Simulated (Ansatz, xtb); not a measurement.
**Two isomers of C2H10OSeSi2**

Structure a is `CO[SiH2][Se][SiH2]C`, a singlet and structure b is `CCO[SiH2][Se][SiH3]`, a singlet. Both are isolated molecules in the gas phase, relaxed with B3LYP-D3(BJ)/def2-SVP; each stands in its lowest conformer found.

Quicker runs give these differences E(b) − E(a): GFN2-xTB −0.367 eV; HF/STO-3G +0.353 eV (at GFN2-xTB geometries); r2SCAN-D4/def2-SVP +0.324 eV (at GFN2-xTB geometries).

**Question.** Estimate E(b) − E(a) at the level CCSD(T)/def2-SVP + ΔMP2/def2-TZVPP.

**Answer.** Calculated at CCSD(T)/def2-SVP + ΔMP2/def2-TZVPP: E(b) − E(a) = +0.349 eV, so structure a lies lower.

Level by level:

```csv
level,geometry,E(b) − E(a) (eV),departure from the last row (eV),"job, with rough time for the two"
GFN2-xTB,GFN2-xTB,−0.367,−0.715,"optimisation, 0.47 s"
HF/STO-3G,GFN2-xTB,+0.353,+0.004,"single point, 0.5 s"
r2SCAN-D4/def2-SVP,GFN2-xTB,+0.324,−0.025,"single point, 3.6 s"
B3LYP-D3(BJ)/def2-SVP,B3LYP-D3(BJ)/def2-SVP,+0.302,−0.047,"optimisation, 85 s"
HF/def2-SVP,B3LYP-D3(BJ)/def2-SVP,+0.261,−0.088,part of the CCSD(T) run
MP2/def2-SVP,B3LYP-D3(BJ)/def2-SVP,+0.285,−0.064,part of the CCSD(T) run
CCSD(T)/def2-SVP,B3LYP-D3(BJ)/def2-SVP,+0.243,−0.105,single point
CCSD(T)/def2-SVP + ΔMP2/def2-TZVPP,B3LYP-D3(BJ)/def2-SVP,+0.349,,"single point, 94 s"
```

As drawn, b has 1 C–C, 1 Si–H in place of 1 C–Si, 1 C–H.

GFN2-xTB puts the two in the other order. The largest departure from CCSD(T)/def2-SVP + ΔMP2/def2-TZVPP is that of GFN2-xTB, 0.715 eV. The last row adds to CCSD(T) the change of the MP2 difference between the two basis sets, here +0.105 eV.

With thermal terms from frequencies at re-optimised GFN2-xTB minima (ideal gas, soft modes damped towards free rotors, one conformer each, 298.15 K, 1 atm): on the last row, ΔE + ΔZPE = +0.326, ΔH = +0.315, ΔG = +0.331 eV.

The correlated steps freeze 22 core orbitals; the filled d shell of Se is correlated, in a basis made for valence electrons. Programs: Ansatz 0.2.0, xtb 6.7.1; the last row on 4 threads of Arm Neoverse V2 on a shared host.
